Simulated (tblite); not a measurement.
Run record: tight-binding relaxation, `[CH2]O[C@@](C)(F)CF` [radical].

Computed with GFN2-xTB geometry optimisation, gas phase (tblite 0.8.0). Start geometry: from a force field or distance geometry. The command runs a driver script over a list of jobs; the input below is this job's line of settings and its coordinates in Å.

Command:
```bash
OMP_NUM_THREADS=1 python probes_run.py task.json out
```

Input:
```
{"job": {"kind": "relax", "xc": "GFN2-xTB", "basis": "xTB"}, "charge": 0, "multiplicity": 2}
C      2.078300     0.015900    -0.211000
O      0.928000    -0.497500    -0.722600
C     -0.132200    -0.341600     0.161500
C     -1.381400    -0.922300    -0.447900
F      0.154800    -0.894800     1.407200
C     -0.371300     1.161800     0.349500
F     -0.648800     1.789400    -0.845900
H      2.267000    -0.082200     0.858500
H      2.935800     0.110000    -0.861800
H     -1.398200    -2.019500    -0.187800
H     -1.463400    -0.727000    -1.525700
H     -2.265900    -0.475200     0.077600
H      0.525300     1.563000     0.872300
H     -1.228600     1.319500     1.053900
```

Output:
```
step      E/eV     max force
  0    -695.90375    2.088
  1    -696.06220    0.785
  2    -696.11849    0.478
  3    -696.14218    0.362
  4    -696.15941    0.280
  5    -696.16858    0.306
  6    -696.17803    0.284
  7    -696.18629    0.224
  8    -696.19371    0.205
  9    -696.19981    0.235
... (52 lines left out)
 62    -696.27473    0.018
 63    -696.27479    0.022
 64    -696.27485    0.020
 65    -696.27490    0.021
 66    -696.27496    0.019
 67    -696.27501    0.017
 68    -696.27505    0.018
 69    -696.27508    0.016
 70    -696.27511    0.014
 71    -696.27513    0.009
```

«max force» is the largest atomic force in eV/Å.

Problem. From which step on does the largest force stay under 0.1 eV/Å, and how much energy is left to gain from there?

Solution. From step 36 (0.096 eV/Å), 9.8 meV above the end.

In short: energy lowered by 8.6 kcal/mol over 71 steps; largest atomic force 0.009 eV/Å at the end.

Problem. Give the final coordinates.

Solution. 0.264 Å rms from the input after alignment:
```
atom  x, y, z in Å
C1     2.1600   -0.0800   -0.1675
O2     0.9435   -0.5101   -0.6258
C3    -0.1676   -0.2530    0.1489
C4    -1.3688   -0.9448   -0.4744
F5     0.0445   -0.7839    1.4259
C6    -0.4099    1.2520    0.3873
F7    -0.9412    1.8306   -0.7287
H8     2.3095    0.0326    0.8913
H9     2.9628   -0.3563   -0.8201
H10   -1.1484   -2.0024   -0.5885
H11   -1.5611   -0.5077   -1.4495
H12   -2.2377   -0.8205    0.1654
H13    0.5355    1.7584    0.6066
H14   -1.1218    1.3846    1.2070
```

Time: 0.82 s wall. Hardware: an AMD EPYC with one thread, shared host with 64 logical CPUs at a one-minute load of 47.
Labels such as C1 count atoms from 1, the log's own numbers from 0.
